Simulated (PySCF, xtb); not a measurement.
SiHI₃, SMILES I[SiH](I)I.

GFN2-xTB (xtb) at its own geometry gives an orbital gap of 4.96 eV and a dipole moment of 3.42 D.

Geometry: PBE-D3(BJ)/def2-SVP. The def2 effective core potentials stand for the cores of I; spin–orbit coupling is left out.

Task: What does r2SCAN/def2-TZVP (PySCF) give? (An estimate is asked for; the answer gives what the named calculation found.)

Result: gap 4.02 eV (levels -6.86 and -2.84 eV), dipole 0.37 D.
